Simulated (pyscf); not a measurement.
Rearrangement: `[CH2]1[CH2][SiH2]1` → `[CH2]=[SiH][CH3]`

Gas phase, singlet surface, charge 0. Bonds broken: C1–C2, Si3–H8. Bonds formed: C1–H8. PySCF, gas phase, ωB97X-D3(BJ)/def2-SVP geometries. MP2 and CC: frozen core, UHF for open shells. ΔMP2 is the change of the MP2 total energy from the triple- to the quadruple-zeta basis.

Transition state (Å):

```xyz
9

C      0.4767     0.9195    -0.6479
C     -1.6611    -0.4210     0.9668
Si    -0.7092     1.0392     0.7826
H      0.3301     0.1053    -1.3723
H      1.5367     1.1665    -0.4945
H     -1.1100    -1.3664     1.0141
H     -2.7516    -0.5212     0.9609
H      0.6246     0.6146     1.4097
H     -1.2399     2.3958     1.0832
```

One imaginary mode, 765i cm⁻¹; descent along it reached the two sides named.

```
bond    change  reactant side (Å)  saddle  product side
------  ------  -----------------  ------  ------------
C1–C2   breaks              1.550     3.0           3.2
Si3–H8  breaks              1.482   1.534         2.487
C1–H8    forms                2.9   2.085         1.102
```

Electronic energies relative to the reactant's lowest minimum found (kcal/mol):

```csv
level,barrier,reaction energy,reverse barrier
ωB97X-D3(BJ)/def2-TZVP,89.0,+1.5,87.5
PBE/def2-TZVP,71.0,+0.4,70.6
r²SCAN/def2-TZVP,74.5,+0.5,74.0
B3LYP-D3(BJ)/def2-TZVP,74.4,-2.0,76.4
PBE0-D3(BJ)/def2-TZVP,81.4,+2.0,79.4
M06-2X/def2-TZVP,86.6,+1.8,84.8
ωB97M-D3(BJ)/def2-TZVP,85.8,0.0,85.7
HF/def2-TZVP,95.7,+0.1,95.6
MP2/def2-QZVPP,83.9,+0.4,83.5
CCSD/def2-TZVPP,79.8,-0.2,80.0
CCSD(T)/def2-TZVPP,67.8,-0.7,68.5
CCSD(T)/def2-TZVPP + ΔMP2(QZVPP),67.5,-0.8,68.3
```

With CCSD(T)/def2-TZVPP + ΔMP2(QZVPP) energies and thermal terms (ideal gas, 1 atm, RRHO with modes under 100 cm⁻¹ raised to 100, one conformer, R ln 2 for rigid chiral ones), in kcal/mol:

| T (K) | ΔH‡ | ΔG‡ | ΔH | ΔG |
|---|---|---|---|---|
| 298 | 64.2 | 62.6 | -0.2 | -2.0 |
| 600 | 64.5 | 60.9 | +0.1 | -4.1 |
| 900 | 64.4 | 59.2 | +0.1 | -6.2 |
| 1200 | 64.1 | 57.5 | +0.1 | -8.2 |

The same reactants have a lower exit, to H₃C–CH₂–SiH: [singlet] (barrier +26.3 kcal/mol at ωB97M-D3(BJ), against +85.8 kcal/mol here). cyclic C₂H₆Si (SMILES C1C[SiH2]1) lies 7.4 kcal/mol over its isomer H₂C=CH–SiH₃, and others may lie lower still (electronic energy, ωB97M-D3(BJ)). H₂C=SiH–CH₃ lies 7.5 kcal/mol over its isomer H₂C=CH–SiH₃, and others may lie lower still (electronic energy, ωB97M-D3(BJ)). This is the saddle that the search found; another between the same sides may lie lower. One closed-shell reference is unstable to symmetry breaking; treat the single-reference values with care. The CCSD(T) − MP2 part came from Ansatz, without density fitting, on the same reference. The largest closed-shell T1 diagnostic is 0.058, which may signal static correlation.
